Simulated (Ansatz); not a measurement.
Calculated with Ansatz (gas phase, PBE0-D4/def2-TZVP geometries, no zero-point term in ΔE). CBS: MP2 limit from def2 TZ/QZ plus the TZ coupled-cluster correction, frozen cores. This one scheme is used for every species. Functionals use def2-TZVPP. B3LYP here is the variant with VWN-RPA as its local correlation; programs differ in this. Elements past krypton have def2 core potentials. For Sb, Te outer-core shells are correlated without core-valence functions, which leaves a few kJ/mol of doubt a bond.

Reaction (ligand exchange at the Sb–Te bond): `[SbH2][TeH]` + H₂S → `[SH][SbH2]` + H₂Te

`[SbH2][TeH]`:

Z-matrix (Å, degrees):
```
Sb
Te 1 2.765
H 1 1.709 2 94.9
H 1 1.709 2 94.8 3 -91.4
H 2 1.657 1 94.2 3 45.9
```

H₂S:

Z-matrix (Å, degrees):
```
S
H 1 1.341
H 1 1.341 2 92.3
```

`[SH][SbH2]`:

```xyz
5

S    -0.759    1.225    0.443
Sb    0.483   -0.823    0.061
H    -0.805    1.036    1.771
H    -0.501   -1.335   -1.241
H     1.582   -0.103   -1.034
```

H₂Te:

```xyz
3

Te    0.108    0.732    0.239
H    -0.967   -0.470    0.613
H     0.859   -0.262   -0.852
```

(1) Is it downhill or uphill in electronic energy at CCSD(T)/CBS, and by how much? (Best estimate.)

(2) What do these levels give: B2PLYP, revPBE, BLYP, r2SCAN, B3LYP, HF/def2-TZVPP? (Estimate.)

Largest T1 diagnostic among the species: 0.013.

## Answers

(1) The calculation gave: Uphill: ΔE = +38.6 kJ/mol.

(2) Ansatz gave: B2PLYP 35.4, revPBE 33.5, BLYP 32.3, r2SCAN 34.2, B3LYP 34.2, HF/def2-TZVPP 36.7 kJ/mol.

Leaving LDA and LC-ωPBE aside and taking each functional with its dispersion term where it has one, the values, not all of them listed here, spread over 16.2 kJ/mol, from B97M-V to BHLYP-D4. At CCSD(T), def2-SVP lies +4.5 kJ/mol from the extrapolated value and def2-TZVPP −5.2 kJ/mol. From BLYP to BHLYP (50 % exact exchange), in def2-TZVPP and without D4, ΔE moves by +3.3 kJ/mol.
